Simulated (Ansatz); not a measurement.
Reactions of CBF2N, SMILES `N#CB(F)F`.

Calculated with Ansatz (gas phase, PBE0-D4/def2-TZVP geometries, no zero-point term in ΔE). CCSD(T)/CBS is the MP2 limit (def2-TZVPP, def2-QZVPP) plus CCSD(T) − MP2 in def2-TZVPP, frozen cores. This one scheme is used for every species. DFT in def2-TZVPP. def2 core potentials past Kr. For I outer-core shells are correlated without core-valence functions, which leaves a few kJ/mol of doubt a bond. Each species was taken in one conformer, which may not be the lowest.

```csv
reaction,B2PLYP (kJ/mol),CCSD(T)/CBS(def2) (kJ/mol)
`N#CB(F)F` + CH₃NH₂ → `CNB(F)F` + `C#N`,-92,-94
`N#CB(F)F` + H₂O → `OB(F)F` + `C#N`,-102,-99
`N#CB(F)F` + HCl → `FB(F)Cl` + `C#N`,-46,-47
`N#CB(F)F` + HI → `FB(F)I` + `C#N`,-15,-20
`N#CB(F)F` + `C[SiH](N)N` → `C[SiH](N)NC#N` + `FBF`,49,55
```

Largest T1 diagnostic: 0.014, for `N#CB(F)F`.
